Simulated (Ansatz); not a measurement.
`[NH2][Ge]([F])([F])[F]` and `[CH3][Ge]([NH2])([F])[F]` differ in one atom or group.

Ansatz, PBE0-D4/def2-TZVP geometries, multiplicity 1. Each molecule was computed in one conformer, which needn't be the lowest.

Scalar relativity is left out up to krypton.

| property | `[NH2][Ge]([F])([F])[F]` |
| --- | --- |
| HOMO–LUMO gap (PBE/def2-TZVPP) / eV | 5.68 |
| size of the dipole moment (ωB97M-V/def2-TZVPP) / D | 3.31 |
| LUMO energy (B3LYP/def2-TZVPP) / eV | -1.12 |
| LUMO energy (ωB97M-V/def2-TZVPP) / eV | 1.12 |
| ideal-gas entropy at 298 K and 1 bar (rigid rotor, harmonic PBE0-D4/def2-TZVP) / J/(mol·K) | 344 |
| HOMO energy (ωB97M-V/def2-TZVPP) / eV | -11.49 |

Q: Give the same properties after the change, and the shifts. (Estimate.)

A: Ansatz gave: 
| property | `[CH3][Ge]([NH2])([F])[F]` | shift |
| --- | --- | --- |
| HOMO–LUMO gap (PBE/def2-TZVPP) / eV | 6.02 | 0.34 |
| size of the dipole moment (ωB97M-V/def2-TZVPP) / D | 3.00 | -0.31 |
| LUMO energy (B3LYP/def2-TZVPP) / eV | -0.14 | 0.98 |
| LUMO energy (ωB97M-V/def2-TZVPP) / eV | 1.77 | 0.65 |
| ideal-gas entropy at 298 K and 1 bar (rigid rotor, harmonic PBE0-D4/def2-TZVP) / J/(mol·K) | 362 | 18 |
| HOMO energy (ωB97M-V/def2-TZVPP) / eV | -10.69 | 0.80 |

With PBE0 the HOMO rises by 0.81 eV and the LUMO rises by 0.95 eV, so the gap widens by about 0.14 eV. PBE moves the HOMO by 0.76 eV and ωB97M-V by 0.80 eV. The zero-point energy changes by 89.8 kJ/mol with +9 modes. Dipoles are sizes alone; their direction can turn.

B3LYP here is the variant with VWN-RPA as its local correlation; programs differ in this.
